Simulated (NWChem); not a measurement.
Everything below was run with NWChem. System: CCl, charge 0, spin multiplicity 2, at a geometry optimised with UPBE/def2-SVP. The structure started from a generated list of species. Its SCF solution wasn't tested for a lower state. Level: UHF/cc-pVQZ.

The NWChem input:

```
start mol
memory heap 200 mb stack 900 mb global 1100 mb
geometry units angstroms nocenter noautoz
  C      0.000000     0.000000     1.238670
  Cl     0.000000     0.000000    -0.437178
  symmetry group C2v
end
basis spherical
  * library cc-pvqz
end
scf
  uhf
  nopen 1
  maxiter 100
  thresh 1e-7
  semidirect memsize 60000000 filesize 0
  # guess.movecs holds the orbitals of an unrestricted PBE0 run
  vectors input guess.movecs output mol.movecs
end
task scf energy
```

NWChem printed:

```
             Northwest Computational Chemistry Package (NWChem) 7.3.0
             --------------------------------------------------------

                                NWChem Input Module
                                -------------------

 Scaling coordinates for geometry "geometry" by  1.889725989
 (inverse scale =  0.529177249)

 Turning off AUTOSYM since
 SYMMETRY directive was detected!

                             Geometry "geometry" -> ""
                             -------------------------

 Output coordinates in angstroms (scale by  1.889725989 to convert to a.u.)

  No.       Tag          Charge          X              Y              Z
 ---- ---------------- ---------- -------------- -------------- --------------
    1 C                    6.0000     0.00000000     0.00000000     1.23867000
    2 Cl                  17.0000     0.00000000     0.00000000    -0.43717800

 Effective nuclear repulsion energy (a.u.)      32.2082190019

            Nuclear Dipole moment (a.u.)
            ----------------------------
        X                 Y               Z
 ---------------- ---------------- ----------------
     0.0000000000     0.0000000000    -0.0000113384

      Symmetry information
      --------------------

 Group name             C2v
 Group number             16
 Group order               4
 No. of unique centers     2

      Symmetry unique atoms

     1    2


 Summary of "ao basis" -> "" (spherical)
 ------------------------------------------------------------------------------
       Tag                 Description            Shells   Functions and Types
 ---------------- ------------------------------  ------  ---------------------
 *                          cc-pvqz                   on all atoms

 Summary of "ao basis" -> "ao basis" (spherical)
 ------------------------------------------------------------------------------
       Tag                 Description            Shells   Functions and Types
 ---------------- ------------------------------  ------  ---------------------
 C                          cc-pvqz                 15       55   5s4p3d2f1g
[...]
    10      0.225438  1 C  py                13      0.212223  1 C  py
    72     -0.164555  2 Cl py

 Vector   14  Occ=0.000000D+00  E= 1.699648D-01  Symmetry=a1
              MO Center=  1.7D-14, -2.1D-14, -4.8D-01, r^2= 6.4D+00
   Bfn.  Coefficient  Atom+Function         Bfn.  Coefficient  Atom+Function
  ----- ------------  ---------------      ----- ------------  ---------------
    61      4.300442  2 Cl s                  5     -3.667793  1 C  s
    76      2.454163  2 Cl pz                17      2.266353  1 C  pz
    14      1.153991  1 C  pz                73      0.972892  2 Cl pz
     4     -0.660737  1 C  s                 30     -0.614795  1 C  d  0
    79      0.611807  2 Cl d  0              60     -0.265260  2 Cl s

 center of mass
 --------------
 x =   0.00000000 y =   0.00000000 z =  -0.01704182

 moments of inertia (a.u.)
 ------------------
          89.602389536507           0.000000000000           0.000000000000
           0.000000000000          89.602389536507           0.000000000000
           0.000000000000           0.000000000000           0.000000000000

  Mulliken analysis of the total density
  --------------------------------------

    Atom       Charge   Shell Charges
 -----------   ------   -------------------------------------------------------
    1 C    6     6.03   1.99 -0.03  0.40  1.04  0.50  0.19  0.64  0.96  0.25  0.00  0.03  0.04  0.00  0.01  0.00
    2 Cl  17    16.97   2.00  1.95 -0.02  0.38  1.14  0.43  5.98  0.17  1.63  2.50  0.72  0.04  0.03  0.01  0.01  0.00  0.00

  Mulliken analysis of the alpha density
  --------------------------------------

    Atom       Charge   Shell Charges
 -----------   ------   -------------------------------------------------------
    1 C    6     3.51   0.99 -0.01  0.21  0.55  0.23  0.14  0.48  0.69  0.19  0.00  0.02  0.02  0.00  0.00  0.00
    2 Cl  17     8.49   1.00  0.97 -0.01  0.19  0.57  0.21  2.99  0.09  0.83  1.25  0.35  0.03  0.02  0.00  0.00  0.00  0.00

   Mulliken analysis of the beta density
   -------------------------------------

    Atom       Charge   Shell Charges
 -----------   ------   -------------------------------------------------------
    1 C    6     2.52   0.99 -0.01  0.19  0.49  0.27  0.05  0.17  0.27  0.07  0.00  0.01  0.02  0.00  0.01  0.00
    2 Cl  17     8.48   1.00  0.97 -0.01  0.19  0.57  0.22  2.99  0.08  0.81  1.26  0.37  0.01  0.01  0.00  0.00  0.00  0.00

   Mulliken analysis of the spin density
   -------------------------------------

    Atom       Charge   Shell Charges
 -----------   ------   -------------------------------------------------------
    1 C    6     0.98  -0.00  0.00  0.02  0.06 -0.04  0.10  0.31  0.42  0.12  0.00  0.00 -0.00 -0.00 -0.00 -0.00
    2 Cl  17     0.02   0.00  0.00 -0.00  0.00  0.00 -0.00 -0.00  0.00  0.02 -0.01 -0.02  0.01  0.01  0.00  0.00  0.00  0.00

       Multipole analysis of the density wrt the origin
       ------------------------------------------------

     L   x y z        total         alpha         beta         nuclear
     -   - - -        -----         -----         ----         -------
     0   0 0 0     -0.000000    -12.000000    -11.000000     23.000000

     1   1 0 0     -0.000000      0.000000     -0.000000      0.000000
     1   0 1 0     -0.000000     -0.000000      0.000000      0.000000
     1   0 0 1     -0.373802     -1.167218      0.793428     -0.000011

     2   2 0 0    -12.943964     -6.714275     -6.229689      0.000000
     2   1 1 0      0.000000      0.000000      0.000000      0.000000
     2   1 0 1      0.000000     -0.000000      0.000000      0.000000
     2   0 2 0    -14.228006     -8.154423     -6.073584      0.000000
     2   0 1 1      0.000000      0.000000      0.000000      0.000000
     2   0 0 2    -15.034183    -32.537220    -26.974349     44.477386

 Task  times  cpu:        6.9s     wall:        6.9s

 Total times  cpu:        7.0s     wall:        7.0s
```
